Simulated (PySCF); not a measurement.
Zn(OH)(SeH) (H₂OSeZn), SMILES [OH][Zn][SeH].

Geometry: B3LYP-D3(BJ)/def2-SVP. A frequency run showed that this geometry is not a minimum. The values are those of a single conformer.

Level of theory: r2SCAN/def2-TZVPD (PySCF).

Symmetry labels are those of the subgroup Cs that the program uses (full group Cs).

Computed valence orbital energies around the gap with their symmetry:
| orbital | symmetry | energy (eV) |
|---|---|---|
| HOMO−7 | A" | -12.59 |
| HOMO−6 | A' | -12.59 |
| HOMO−5 | A' | -10.87 |
| HOMO−4 | A' | -9.92 |
| HOMO−3 | A' | -8.47 |
| HOMO−2 | A' | -7.68 |
| HOMO−1 | A" | -7.27 |
| HOMO | A" | -6.25 |
| LUMO | A' | -1.83 |
| LUMO+1 | A' | -0.99 |
| LUMO+2 | A' | -0.28 |
| LUMO+3 | A" | -0.28 |
